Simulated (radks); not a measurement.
Species: Ni18+. Configuration: [Ne] (the NIST ground configuration). All-electron calculation, scalar-relativistic Kohn-Sham, LB94 model potential, spin-polarised, spherical densities, finite nucleus; Fermi nuclear charge, rms radius 3.7757 fm. Program: a radial shooting solver on a logarithmic mesh with Libxc functionals.

Normalised radial functions P(r) = r R(r), r in bohr:

| r | 2p |
|---|---|
| 0.006029 | 0.0245 |
| 0.007543 | 0.0370 |
| 0.009362 | 0.0550 |
| 0.01171 | 0.0825 |
| 0.01465 | 0.1228 |
| 0.01819 | 0.1789 |
| 0.02275 | 0.2613 |
| 0.02846 | 0.3760 |
| 0.03533 | 0.5249 |
| 0.0442 | 0.7255 |
| 0.05529 | 0.9749 |
| 0.06862 | 1.2544 |
| 0.08585 | 1.5624 |
| 0.1074 | 1.8484 |
| 0.1333 | 2.0493 |
| 0.1668 | 2.1182 |
| 0.207 | 2.0057 |
| 0.259 | 1.6985 |
| 0.324 | 1.2535 |
| 0.4021 | 0.7954 |
| 0.503 | 0.4023 |
| 0.6293 | 0.1558 |
| 0.781 | 0.0455 |
| 0.9771 | 0.0084 |
| 1.222 | 0.0009 |
| 1.517 | 0.0001 |
| 1.898 | 0.0000 |

2p: eigenvalue -1530.5 eV, 0 radial nodes, <r> = 0.211 bohr, 90 % of the charge inside 0.344 bohr.
